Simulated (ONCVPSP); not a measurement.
Transferability test, ONCV potential for lutetium

| Item | Value |
| --- | --- |
| Element | Lu |
| Generator | ONCVPSP 4.0.1 |
| Type | optimised norm-conserving Vanderbilt (ONCV) |
| Functional | PBE |
| Relativity | scalar-relativistic |
| Frozen core | [Kr] 4d10 |
| Valence charge | 25 |
| Reference configuration | 4f13.5 5s2 5p6 5d1.5 6s2 |
| Partial waves | 5s+6s: rc 2.10 bohr, ncon 4, nbas 7, qcut 7.2 1/bohr, 2 projectors; 5p: rc 2.25 bohr, ncon 4, nbas 7, qcut 5.2 1/bohr, 2 projectors, debl 3.5 Ha; 5d: rc 2.30 bohr, ncon 4, nbas 8, qcut 3.7 1/bohr, 2 projectors, debl 3.6 Ha; 4f: rc 0.85 bohr, ncon 3, nbas 8, qcut 20.2 1/bohr, 3 projectors, debl 2.3 Ha |
| Local potential | polynomial inside 0.75 bohr (lpopt 5, dvloc0 3 Ha) |
| Core correction | Teter function, fcfact 5.75, rcfact 1.6 |

Energies are relative to the spin-unpolarised reference configuration 4f13.5 5s2 5p6 5d1.5 6s2; without spin polarisation the order of configurations can differ from experiment.

```csv
valence configuration,charge,ΔE all-electron (eV),error AE − PS (meV)
4f14 5s2 5p6 5d1 6s2,0,-4.699,-51
4f14 5s2 5p6 5d1 6s1,+1,2.667,-35
4f14 5s2 5p6 5d1 6s0,+2,15.946,-20
4f14 5s2 5p6 5d1.5 6s1.5,0,-3.219,-28
```

Levels in the configuration 4f14 5s2 5p6 5d1 6s0:

```
level  all-electron (eV)  pseudo (eV)
   4f            -24.311      -24.323
   5s            -75.773      -75.572
   5p            -46.333      -46.255
   5d            -15.063      -15.119
```

Note: ghosts flagged at negative energy: s at -343.2 eV; GHOST(+) flagged for p at 12.3 eV, d at 95.9 eV. A true bound ghost makes a file unfit for plane-wave use.
